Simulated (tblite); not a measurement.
A geometry optimisation, step by step.

Species: C₅H₁₁BO₂Si.
SMILES with atom numbers: `[CH3:1][B:2]([SiH3:3])/[C:4]([CH3:5])=[CH:6]/[O:7][CH:8]=[O:9]` (hydrogens: H10, H11, H12 on C1; H13, H14, H15 on Si3; H16, H17, H18 on C5; H19 on C6; H20 on C8)

Computed with GFN2-xTB (tblite), gas phase: L-BFGS steps from a force-field or distance-geometry start until the largest atomic force falls under 0.01 eV/Å. 9 of its 79 geometries are shown.

Step 0: E = -743.9835 eV, largest atomic force 4.819 eV/Å
```
atom  x, y, z in Å  |  force x, y, z in eV/Å
C1     -1.420    1.837   -0.082   -0.561  -0.124   0.009
B2     -1.186    0.302    0.242    0.810  -0.023  -0.118
Si3    -2.674   -0.731    0.973    0.039   0.351  -0.143
C4      0.242   -0.372    0.026   -0.729  -0.385   0.396
C5      0.403   -1.849    0.347    0.044  -0.345  -0.271
C6      1.289    0.361   -0.358    1.008   0.023  -0.213
O7      2.562   -0.206   -0.510    1.672   0.900  -0.517
C8      3.691    0.524   -0.903   -2.972   3.784  -0.265
O9      3.617    1.749   -1.157    0.246  -3.660   0.778
H10    -2.488    2.118    0.126    1.044   0.010  -0.286
H11    -1.213    2.026   -1.154   -0.045   0.207   0.699
H12    -0.771    2.465    0.552   -0.302  -0.105  -0.524
H13    -3.867    0.142    1.121    0.072  -0.332   0.068
H14    -2.310   -1.271    2.282   -0.187  -0.170   0.153
H15    -3.005   -1.825    0.057   -0.227  -0.185   0.075
H16     0.399   -1.998    1.451   -0.063   0.067  -0.854
H17     1.346   -2.265   -0.070   -0.524   0.389   0.384
H18    -0.431   -2.432   -0.110    0.523   0.453   0.512
H19     1.171    1.422   -0.549    0.438  -0.129  -0.116
H20     4.641    0.015   -0.998   -0.287  -0.727   0.232
```

Step 10: E = -744.5191 eV, largest atomic force 0.162 eV/Å
```
atom  x, y, z in Å  |  force x, y, z in eV/Å
C1     -1.394    1.829   -0.092    0.032  -0.093   0.013
B2     -1.136    0.307    0.243    0.027  -0.070   0.002
Si3    -2.641   -0.731    0.963    0.017  -0.020   0.008
C4      0.259   -0.369    0.032   -0.007   0.162  -0.003
C5      0.418   -1.840    0.330   -0.017   0.146  -0.042
C6      1.320    0.354   -0.360    0.012  -0.016  -0.008
O7      2.579   -0.191   -0.517   -0.056  -0.105   0.039
C8      3.588    0.582   -0.897   -0.074   0.005   0.002
O9      3.556    1.751   -1.142   -0.028  -0.060   0.026
H10    -2.427    2.114    0.105    0.070   0.103  -0.049
H11    -1.184    2.066   -1.135    0.044   0.018   0.028
H12    -0.758    2.481    0.506    0.011   0.013  -0.048
H13    -3.858    0.073    1.137   -0.066   0.007   0.024
H14    -2.372   -1.309    2.288   -0.019  -0.065   0.019
H15    -3.056   -1.850    0.100   -0.010  -0.051   0.021
H16     0.392   -1.990    1.410    0.031  -0.014  -0.034
H17     1.355   -2.233   -0.060   -0.037   0.031   0.035
H18    -0.416   -2.394   -0.094    0.059  -0.016  -0.016
H19     1.284    1.414   -0.580   -0.080  -0.015   0.015
H20     4.487   -0.053   -0.952    0.091   0.039  -0.029
```

Step 20: E = -744.5366 eV, largest atomic force 0.055 eV/Å
```
atom  x, y, z in Å  |  force x, y, z in eV/Å
C1     -1.375    1.834   -0.100    0.021  -0.017   0.000
B2     -1.151    0.311    0.252   -0.027  -0.046   0.014
Si3    -2.652   -0.746    0.975    0.007  -0.019   0.007
C4      0.246   -0.353    0.038   -0.016   0.042  -0.003
C5      0.422   -1.819    0.325   -0.016   0.022   0.001
C6      1.312    0.356   -0.358    0.011   0.022  -0.014
O7      2.563   -0.210   -0.513   -0.008  -0.001   0.002
C8      3.570    0.569   -0.893   -0.036   0.002   0.004
O9      3.518    1.739   -1.129    0.041   0.025  -0.012
H10    -2.395    2.174    0.073    0.020   0.005  -0.013
H11    -1.135    2.054   -1.140    0.018  -0.011  -0.024
H12    -0.722    2.474    0.492    0.023   0.010   0.017
H13    -3.879    0.048    1.156   -0.011  -0.017   0.012
H14    -2.393   -1.356    2.293    0.010   0.022  -0.027
H15    -3.064   -1.881    0.125    0.022   0.038   0.004
H16     0.395   -1.980    1.402   -0.007  -0.041   0.015
H17     1.368   -2.189   -0.060   -0.017  -0.020   0.016
H18    -0.397   -2.384   -0.114    0.011  -0.050  -0.005
H19     1.281    1.413   -0.583   -0.012   0.025   0.005
H20     4.484   -0.045   -0.957   -0.035   0.009   0.001
```

Step 29: E = -744.5405 eV, largest atomic force 0.041 eV/Å
```
atom  x, y, z in Å  |  force x, y, z in eV/Å
C1     -1.358    1.833   -0.105    0.008   0.007  -0.005
B2     -1.160    0.310    0.258   -0.014  -0.008   0.010
Si3    -2.658   -0.746    0.981   -0.003  -0.013   0.006
C4      0.237   -0.352    0.043   -0.002  -0.001   0.001
C5      0.418   -1.820    0.327    0.008   0.005  -0.001
C6      1.296    0.366   -0.356    0.013  -0.019  -0.001
O7      2.548   -0.197   -0.516    0.010  -0.024   0.005
C8      3.559    0.576   -0.894   -0.020  -0.003   0.001
O9      3.519    1.747   -1.129    0.015   0.001  -0.001
H10    -2.371    2.199    0.052   -0.001  -0.012  -0.004
H11    -1.100    2.036   -1.144    0.005   0.008  -0.016
H12    -0.697    2.465    0.489    0.008   0.010   0.008
H13    -3.897    0.027    1.174    0.014  -0.011   0.003
H14    -2.384   -1.361    2.293    0.003   0.012  -0.013
H15    -3.054   -1.877    0.121    0.005   0.020   0.003
H16     0.382   -1.993    1.402   -0.011   0.009  -0.002
H17     1.371   -2.182   -0.049    0.007  -0.012   0.007
H18    -0.387   -2.398   -0.123    0.002   0.023  -0.010
H19     1.264    1.425   -0.577   -0.021  -0.023   0.014
H20     4.467   -0.048   -0.959   -0.024   0.033  -0.006
```

Step 39: E = -744.5418 eV, largest atomic force 0.044 eV/Å
```
atom  x, y, z in Å  |  force x, y, z in eV/Å
C1     -1.347    1.834   -0.111   -0.009   0.015  -0.005
B2     -1.157    0.312    0.259   -0.016   0.013   0.008
Si3    -2.653   -0.743    0.983   -0.038  -0.010   0.013
C4      0.235   -0.358    0.049    0.014  -0.010  -0.005
C5      0.412   -1.825    0.331    0.013  -0.008  -0.005
C6      1.295    0.358   -0.351    0.009   0.009   0.003
O7      2.547   -0.199   -0.516    0.011  -0.009   0.000
C8      3.550    0.584   -0.897    0.002  -0.004  -0.004
O9      3.502    1.756   -1.125    0.007  -0.012   0.003
H10    -2.360    2.201    0.037   -0.014  -0.001   0.003
H11    -1.082    2.035   -1.150    0.017   0.002   0.004
H12    -0.691    2.466    0.489    0.000  -0.003  -0.010
H13    -3.898    0.017    1.187    0.021   0.005  -0.002
H14    -2.372   -1.359    2.292    0.004  -0.004  -0.006
H15    -3.047   -1.867    0.114    0.003   0.000   0.005
H16     0.358   -1.999    1.405   -0.034  -0.014  -0.025
H17     1.372   -2.186   -0.030    0.010  -0.010   0.006
H18    -0.384   -2.398   -0.141    0.005   0.000   0.029
H19     1.254    1.417   -0.567    0.012   0.017  -0.007
H20     4.461   -0.035   -0.972   -0.016   0.027  -0.004
```

Step 49: E = -744.5430 eV, largest atomic force 0.027 eV/Å
```
atom  x, y, z in Å  |  force x, y, z in eV/Å
C1     -1.340    1.834   -0.117   -0.001   0.013  -0.007
B2     -1.154    0.312    0.262    0.003   0.020  -0.007
Si3    -2.650   -0.741    0.989   -0.018   0.005   0.005
C4      0.237   -0.364    0.053    0.017  -0.010  -0.004
C5      0.405   -1.833    0.334   -0.004  -0.005   0.003
C6      1.297    0.351   -0.346    0.008   0.006   0.006
O7      2.552   -0.200   -0.518    0.009  -0.004  -0.005
C8      3.543    0.595   -0.902    0.009  -0.004  -0.008
O9      3.481    1.768   -1.121    0.005  -0.013   0.003
H10    -2.356    2.202    0.015   -0.005  -0.013   0.005
H11    -1.059    2.035   -1.151    0.006  -0.014   0.000
H12    -0.693    2.470    0.489   -0.003  -0.014   0.007
H13    -3.891    0.024    1.202    0.024  -0.013  -0.001
H14    -2.359   -1.368    2.290   -0.009   0.000   0.000
H15    -3.044   -1.860    0.113   -0.009   0.007   0.008
H16     0.309   -2.014    1.404   -0.006   0.000  -0.010
H17     1.374   -2.198    0.004   -0.007   0.020   0.005
H18    -0.379   -2.402   -0.163    0.009   0.001  -0.003
H19     1.259    1.411   -0.558   -0.015   0.013  -0.002
H20     4.461   -0.011   -0.993   -0.011   0.006   0.005
```

Step 58: E = -744.5438 eV, largest atomic force 0.039 eV/Å
```
atom  x, y, z in Å  |  force x, y, z in eV/Å
C1     -1.337    1.829   -0.121   -0.001   0.012  -0.004
B2     -1.150    0.309    0.264   -0.005   0.017  -0.004
Si3    -2.646   -0.740    0.995   -0.037   0.004   0.012
C4      0.241   -0.364    0.055    0.011  -0.013  -0.003
C5      0.401   -1.835    0.333    0.002  -0.009   0.003
C6      1.300    0.352   -0.344    0.002   0.000   0.001
O7      2.555   -0.196   -0.522    0.005  -0.006   0.000
C8      3.545    0.601   -0.908    0.005  -0.003  -0.004
O9      3.482    1.775   -1.122   -0.001  -0.012   0.003
H10    -2.356    2.192   -0.003   -0.002  -0.005  -0.004
H11    -1.040    2.028   -1.151   -0.005   0.001   0.005
H12    -0.701    2.465    0.496   -0.007  -0.006   0.001
H13    -3.877    0.036    1.215    0.007  -0.004   0.002
H14    -2.363   -1.378    2.292    0.007   0.004   0.010
H15    -3.059   -1.854    0.122    0.000   0.004  -0.009
H16     0.266   -2.020    1.398    0.011  -0.003  -0.003
H17     1.381   -2.197    0.035    0.000   0.007   0.004
H18    -0.366   -2.401   -0.192    0.018   0.003  -0.014
H19     1.256    1.413   -0.552    0.006   0.007  -0.004
H20     4.463   -0.004   -1.004   -0.015   0.003   0.006
```

Step 68: E = -744.5451 eV, largest atomic force 0.032 eV/Å
```
atom  x, y, z in Å  |  force x, y, z in eV/Å
C1     -1.343    1.818   -0.130    0.006   0.013   0.000
B2     -1.149    0.303    0.268    0.001   0.027  -0.003
Si3    -2.649   -0.732    1.012   -0.029   0.011   0.006
C4      0.245   -0.365    0.059    0.009  -0.019  -0.012
C5      0.409   -1.837    0.328   -0.002  -0.012   0.003
C6      1.303    0.352   -0.342   -0.005   0.000  -0.005
O7      2.557   -0.197   -0.526    0.005  -0.001   0.009
C8      3.545    0.601   -0.914    0.008  -0.003  -0.003
O9      3.481    1.776   -1.125    0.003  -0.016   0.003
H10    -2.369    2.172   -0.039    0.009  -0.007  -0.008
H11    -1.015    2.026   -1.148   -0.007   0.003   0.012
H12    -0.733    2.455    0.512   -0.010   0.007  -0.005
H13    -3.868    0.061    1.251    0.025  -0.014  -0.001
H14    -2.363   -1.379    2.305    0.002  -0.005  -0.004
H15    -3.086   -1.827    0.127    0.005  -0.005   0.009
H16     0.204   -2.043    1.377   -0.006  -0.002   0.008
H17     1.412   -2.181    0.093    0.004   0.011  -0.010
H18    -0.310   -2.403   -0.261    0.003  -0.007  -0.003
H19     1.262    1.413   -0.548   -0.010   0.012   0.003
H20     4.462   -0.004   -1.015   -0.011   0.006   0.003
```

Step 78: E = -744.5456 eV, largest atomic force 0.009 eV/Å
```
atom  x, y, z in Å  |  force x, y, z in eV/Å
C1     -1.344    1.819   -0.134   -0.002  -0.001  -0.003
B2     -1.148    0.305    0.269   -0.005   0.007  -0.001
Si3    -2.649   -0.726    1.021    0.000  -0.002   0.002
C4      0.244   -0.369    0.058   -0.001   0.002  -0.003
C5      0.412   -1.840    0.324   -0.003   0.003  -0.002
C6      1.302    0.351   -0.341    0.000   0.001   0.003
O7      2.556   -0.197   -0.523    0.000  -0.002   0.000
C8      3.544    0.600   -0.914    0.001  -0.001  -0.004
O9      3.481    1.774   -1.128    0.001  -0.001   0.001
H10    -2.375    2.161   -0.062    0.001   0.001  -0.003
H11    -1.001    2.031   -1.146    0.003   0.000   0.002
H12    -0.754    2.462    0.520   -0.005  -0.005   0.000
H13    -3.860    0.072    1.272    0.007  -0.004  -0.001
H14    -2.359   -1.383    2.308    0.007   0.000   0.005
H15    -3.094   -1.818    0.137    0.001  -0.002   0.000
H16     0.172   -2.057    1.363   -0.001   0.000   0.005
H17     1.427   -2.170    0.120    0.000  -0.002  -0.002
H18    -0.278   -2.411   -0.295   -0.006   0.003  -0.005
H19     1.258    1.413   -0.544    0.001   0.002  -0.001
H20     4.460   -0.007   -1.018    0.000  -0.001   0.007
```

Task: Summarise the path.

Result: The energy falls by 0.5621 eV from step 0 to step 78; nine tenths of that is first reached at step 6. It falls at every step. The largest force goes from 4.819 to 0.009 eV/Å. Among the bonds O7–C8 changes most, from 1.400 to 1.328 Å; the atoms move by 0.147 Å rms after alignment.

Task: Follow the three bonds and two angles with the largest change from start to end.

Result: 
```json
{"step": "0", "E above end (eV)": "0.5621", "largest force (eV/Å)": "4.819", "O7–C8 (Å)": "1.400", "C8=O9 (Å)": "1.253", "C1–H10 (Å)": "1.123", "O7–C8–H20 (°)": "119.2", "O7–C8–O9 (°)": "121.2"}
{"step": "3", "E above end (eV)": "0.1682", "largest force (eV/Å)": "0.914", "O7–C8 (Å)": "1.332", "C8=O9 (Å)": "1.201", "C1–H10 (Å)": "1.091", "O7–C8–H20 (°)": "114.8", "O7–C8–O9 (°)": "125.9"}
{"step": "7", "E above end (eV)": "0.0443", "largest force (eV/Å)": "0.216", "O7–C8 (Å)": "1.331", "C8=O9 (Å)": "1.194", "C1–H10 (Å)": "1.091", "O7–C8–H20 (°)": "106.9", "O7–C8–O9 (°)": "128.3"}
{"step": "10", "E above end (eV)": "0.0265", "largest force (eV/Å)": "0.162", "O7–C8 (Å)": "1.327", "C8=O9 (Å)": "1.195", "C1–H10 (Å)": "1.089", "O7–C8–H20 (°)": "107.4", "O7–C8–O9 (°)": "127.5"}
{"step": "14", "E above end (eV)": "0.0160", "largest force (eV/Å)": "0.097", "O7–C8 (Å)": "1.328", "C8=O9 (Å)": "1.195", "C1–H10 (Å)": "1.088", "O7–C8–H20 (°)": "108.7", "O7–C8–O9 (°)": "127.1"}
{"step": "17", "E above end (eV)": "0.0115", "largest force (eV/Å)": "0.083", "O7–C8 (Å)": "1.327", "C8=O9 (Å)": "1.195", "C1–H10 (Å)": "1.089", "O7–C8–H20 (°)": "108.5", "O7–C8–O9 (°)": "126.7"}
{"step": "20", "E above end (eV)": "0.0090", "largest force (eV/Å)": "0.055", "O7–C8 (Å)": "1.328", "C8=O9 (Å)": "1.195", "C1–H10 (Å)": "1.089", "O7–C8–H20 (°)": "108.6", "O7–C8–O9 (°)": "126.7"}
{"step": "24", "E above end (eV)": "0.0068", "largest force (eV/Å)": "0.050", "O7–C8 (Å)": "1.328", "C8=O9 (Å)": "1.195", "C1–H10 (Å)": "1.089", "O7–C8–H20 (°)": "108.4", "O7–C8–O9 (°)": "127.3"}
{"step": "27", "E above end (eV)": "0.0056", "largest force (eV/Å)": "0.049", "O7–C8 (Å)": "1.327", "C8=O9 (Å)": "1.195", "C1–H10 (Å)": "1.088", "O7–C8–H20 (°)": "108.3", "O7–C8–O9 (°)": "127.0"}
{"step": "31", "E above end (eV)": "0.0047", "largest force (eV/Å)": "0.033", "O7–C8 (Å)": "1.327", "C8=O9 (Å)": "1.195", "C1–H10 (Å)": "1.088", "O7–C8–H20 (°)": "108.2", "O7–C8–O9 (°)": "127.1"}
{"step": "34", "E above end (eV)": "0.0045", "largest force (eV/Å)": "0.022", "O7–C8 (Å)": "1.327", "C8=O9 (Å)": "1.195", "C1–H10 (Å)": "1.088", "O7–C8–H20 (°)": "108.2", "O7–C8–O9 (°)": "127.2"}
{"step": "37", "E above end (eV)": "0.0042", "largest force (eV/Å)": "0.035", "O7–C8 (Å)": "1.327", "C8=O9 (Å)": "1.195", "C1–H10 (Å)": "1.088", "O7–C8–H20 (°)": "108.2", "O7–C8–O9 (°)": "127.1"}
{"step": "41", "E above end (eV)": "0.0033", "largest force (eV/Å)": "0.049", "O7–C8 (Å)": "1.327", "C8=O9 (Å)": "1.195", "C1–H10 (Å)": "1.089", "O7–C8–H20 (°)": "108.4", "O7–C8–O9 (°)": "127.0"}
{"step": "44", "E above end (eV)": "0.0030", "largest force (eV/Å)": "0.017", "O7–C8 (Å)": "1.328", "C8=O9 (Å)": "1.195", "C1–H10 (Å)": "1.088", "O7–C8–H20 (°)": "108.4", "O7–C8–O9 (°)": "127.0"}
{"step": "47", "E above end (eV)": "0.0028", "largest force (eV/Å)": "0.020", "O7–C8 (Å)": "1.328", "C8=O9 (Å)": "1.195", "C1–H10 (Å)": "1.088", "O7–C8–H20 (°)": "108.4", "O7–C8–O9 (°)": "126.9"}
{"step": "51", "E above end (eV)": "0.0024", "largest force (eV/Å)": "0.020", "O7–C8 (Å)": "1.328", "C8=O9 (Å)": "1.195", "C1–H10 (Å)": "1.088", "O7–C8–H20 (°)": "108.4", "O7–C8–O9 (°)": "127.1"}
{"step": "54", "E above end (eV)": "0.0021", "largest force (eV/Å)": "0.026", "O7–C8 (Å)": "1.328", "C8=O9 (Å)": "1.195", "C1–H10 (Å)": "1.088", "O7–C8–H20 (°)": "108.4", "O7–C8–O9 (°)": "127.0"}
{"step": "58", "E above end (eV)": "0.0018", "largest force (eV/Å)": "0.039", "O7–C8 (Å)": "1.328", "C8=O9 (Å)": "1.195", "C1–H10 (Å)": "1.088", "O7–C8–H20 (°)": "108.4", "O7–C8–O9 (°)": "127.0"}
{"step": "61", "E above end (eV)": "0.0015", "largest force (eV/Å)": "0.024", "O7–C8 (Å)": "1.328", "C8=O9 (Å)": "1.195", "C1–H10 (Å)": "1.088", "O7–C8–H20 (°)": "108.5", "O7–C8–O9 (°)": "127.1"}
{"step": "64", "E above end (eV)": "0.0010", "largest force (eV/Å)": "0.038", "O7–C8 (Å)": "1.328", "C8=O9 (Å)": "1.195", "C1–H10 (Å)": "1.088", "O7–C8–H20 (°)": "108.4", "O7–C8–O9 (°)": "127.0"}
{"step": "68", "E above end (eV)": "0.0005", "largest force (eV/Å)": "0.032", "O7–C8 (Å)": "1.328", "C8=O9 (Å)": "1.195", "C1–H10 (Å)": "1.088", "O7–C8–H20 (°)": "108.4", "O7–C8–O9 (°)": "127.0"}
{"step": "71", "E above end (eV)": "0.0003", "largest force (eV/Å)": "0.016", "O7–C8 (Å)": "1.328", "C8=O9 (Å)": "1.195", "C1–H10 (Å)": "1.088", "O7–C8–H20 (°)": "108.4", "O7–C8–O9 (°)": "127.0"}
{"step": "75", "E above end (eV)": "0.0001", "largest force (eV/Å)": "0.016", "O7–C8 (Å)": "1.328", "C8=O9 (Å)": "1.195", "C1–H10 (Å)": "1.088", "O7–C8–H20 (°)": "108.4", "O7–C8–O9 (°)": "127.0"}
{"step": "78", "E above end (eV)": "0.0000", "largest force (eV/Å)": "0.009", "O7–C8 (Å)": "1.328", "C8=O9 (Å)": "1.195", "C1–H10 (Å)": "1.088", "O7–C8–H20 (°)": "108.4", "O7–C8–O9 (°)": "127.0"}
```

The cost below is that of the whole relaxation. Time: 0.62 s of wall time. Hardware: one thread, Arm Neoverse V1 (aarch64), no GPU, shared host with 32 logical CPUs at a one-minute load of 3.8.
